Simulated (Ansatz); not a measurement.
Reaction (ligand exchange at the Al–C bond): `O[C]1([AlH2])CC1` + `C=C[SiH2]S` → `C=C[SiH2][S][AlH2]` + `OC1CC1`

Calculated with Ansatz (gas phase, PBE0-D4/def2-TZVP geometries, no zero-point term in ΔE). CCSD(T)/CBS is the MP2 limit (def2-TZVPP, def2-QZVPP) plus CCSD(T) − MP2 in def2-TZVPP, frozen cores. Each species was taken in one conformer, which may not be the lowest.

```csv
species,CCSD(T)/CBS(def2) energy (Eh)
`O[C]1([AlH2])CC1`,-435.49388
`C=C[SiH2]S`,-766.57455
`C=C[SiH2][S][AlH2]`,-1009.22274
`OC1CC1`,-192.89809
```

(1) Work out ΔE.

Largest T1 diagnostic among the species: 0.012.

Answers

(1) ΔE = (-1009.22274) + (-192.89809) − (-435.49388) − (-766.57455) = -0.05240 Eh = -32.9 kcal/mol.

In def2-TZVPP, CCSD(T) changes the Hartree–Fock value by +1.8 kcal/mol (the triples alone add +0.1 kcal/mol) and MP2 by +1.0 kcal/mol. From PBE to PBE0 (25 % exact exchange), in def2-TZVPP and without D4, ΔE moves by −1.6 kcal/mol.
